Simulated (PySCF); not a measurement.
# Electron correlation in P²⁺ (phosphorus, charge +2)

[Ne] 3s2 4s1, 2S determinant (an excited configuration). Computed with PySCF 2.14 in aug-cc-pV(T+d)Z, with the non-relativistic Hamiltonian (point nucleus). Frozen: [Ne]; 3 electrons correlated.

MP2 pair energies summed by pair of shells (mhartree):

```csv
pair,energy,share (%)
3s-3s,-34.82,74.0
3s-4s,-12.23,26.0
```

Total MP2 correlation energy: -47.05 mhartree.

Same-spin part -4.33 and opposite-spin part -42.72 mhartree; SCS-MP2 scales them by 1/3 and 6/5 to -52.70 mhartree.
